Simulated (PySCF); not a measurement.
Species: H₇OPSi₂.
Atom-mapped SMILES: `[OH:1][SiH2:2][SiH2:3][PH2:4]` (hydrogens: H5 on O1; H6, H7 on Si2; H8, H9 on Si3; H10, H11 on P4)

Geometry (PBE0-D3(BJ)/def2-SVP, Å), atoms numbered from 1 in this order:
```xyz
11
H7OPSi2 angstrom
O     -2.622   -0.143    0.489
Si    -1.142    0.253   -0.181
Si     0.697   -0.031    1.248
P      2.615    0.466    0.128
H     -2.872    0.335    1.285
H     -0.968   -0.645   -1.358
H     -1.104    1.675   -0.662
H      0.621    0.875    2.438
H      0.809   -1.437    1.747
H      2.088    1.679   -0.418
H      2.250   -0.306   -1.020
```

The calculation used EOM-IP-CCSD/aug-cc-pVDZ in PySCF, restricted Hartree–Fock reference, 16 core orbitals frozen, non-relativistic, gas phase, PBE0-D3(BJ)/def2-SVP geometry.

The vertical ionisation energies are 9.16, 10.69, 11.42, 11.70, 12.18, 13.06, 13.47, 13.74 eV.

**Question.** Which Hartree–Fock orbital leads each hole, and what is its Koopmans value −ε?

**Answer.** 
```tsv
leading hole (HF orbital)	Koopmans (eV)	EOM-IP-CCSD (eV)	change (eV)	one-hole share
HOMO	9.66	9.16	-0.50	0.95
HOMO-1	11.45	10.69	-0.76	0.94
HOMO-2	12.14	11.42	-0.72	0.95
HOMO-3	12.66	11.70	-0.96	0.94
HOMO-4	13.14	12.18	-0.96	0.94
HOMO-6	14.88	13.06	-1.82	0.93
HOMO-7	15.17	13.47	-1.70	0.94
HOMO-5	14.50	13.74	-0.76	0.93
```

**Question.** Does the order of the lines follow the orbital energies?

**Answer.** No: the HOMO-6 hole (13.06 eV) falls below the HOMO-5 hole (13.74 eV); the HOMO-7 hole (13.47 eV) falls below the HOMO-5 hole (13.74 eV). The corrections run from -1.82 to -0.50 eV, with a mean of -1.02 eV over the 8 lines; no line lies above its Koopmans value. Koopmans values leave out both the relaxation of the orbitals and the change in correlation energy.

**Question.** At what kinetic energies would He II light (40.81 eV) eject these electrons?

**Answer.** 31.65 eV (HOMO), 30.12 eV (HOMO-1), 29.39 eV (HOMO-2), 29.11 eV (HOMO-3), 28.63 eV (HOMO-4), 27.75 eV (HOMO-6), 27.34 eV (HOMO-7), 27.07 eV (HOMO-5).

**Question.** What total energy has the lowest final state, and which wavelength reaches it?

**Answer.** E(CCSD) + ionisation energy = -998.20372 + 0.33663 = -997.86709 Eh, at the geometry of the initial state. The threshold wavelength is 1239.84 eV nm/9.16 eV = 135.4 nm.

One root was sought for each valence orbital with −ε under 21 eV, eight at most, so deeper holes and satellites are missing; no vibrational structure.

One conformer stands for the species.
